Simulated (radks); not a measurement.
Results of a calculation; reference values are marked as such.
The gadolinium ion Gd50+, 14 electrons, occupied as [Ne] 3s2 3p2.

Level of theory: scalar-relativistic Kohn-Sham, LB94 model potential, spin-polarised, spherical densities, finite nucleus; open shells are filled with parallel spins first (spin-orbit coupling, left out, can overturn this in heavy ions); Fermi nuclear charge, rms radius 5.1569 fm (a radial shooting solver on a logarithmic mesh with Libxc functionals).

Energy parts (hartree):
part                   energy
kinetic             9550.0485
electron-nucleus  -19085.1848
Hartree              926.3935
(The LB94 potential has no energy functional, so no total or exchange-correlation energy is given.)

Orbitals (lengths in bohr, moments of r in powers of bohr; <r^-3> diverges for s and p1/2; r(max) is where P^2 peaks):
orbital  occ.  eigenvalue (hartree)  <r^-3>      <r^4>   r(max)
1s down     1             -1980.113       -  1.130e-06  0.01391
1s up       1             -1980.111       -  1.131e-06  0.01391
2s up       1             -432.0867       -  0.0001680  0.07846
2s down     1             -432.0494       -  0.0001682  0.07851
2p up       3             -399.7704   11810  0.0001232  0.06338
2p down     3             -399.6236   11790  0.0001235  0.06342
3s up       1             -173.7627       -   0.004612   0.2109
3s down     1             -173.2804       -   0.004598   0.2106
3p up       2             -164.0086    3145   0.004402   0.2040
3p down     0             -163.5861    3175   0.004382   0.2035

The highest occupied level is 3p up at -4462.9 eV. The spin density at the nucleus is -25.04 e/bohr^3 (1s -33.51, 2s 76.55, 3s -68.08). The electron density at the nucleus is 6.601e+05 e/bohr^3 (large components only). Spin moment in Bohr magnetons: 2. Summed over all electrons, <r^2> = 0.2894 bohr^2, which gives a Langevin (diamagnetic) susceptibility term of -0.229 x 10^-6 cm^3/mol. For comparison, the ionisation energy in NIST's Atomic Spectra Database is 4578 eV (theoretical). In exact Kohn-Sham theory the highest level is minus the ionisation energy, but local and semilocal functionals leave it too shallow, through self-interaction and a potential that decays too fast; potentials with the right tail come closer. The density falls to 0.001 e/bohr^3 at r = 0.64 bohr.
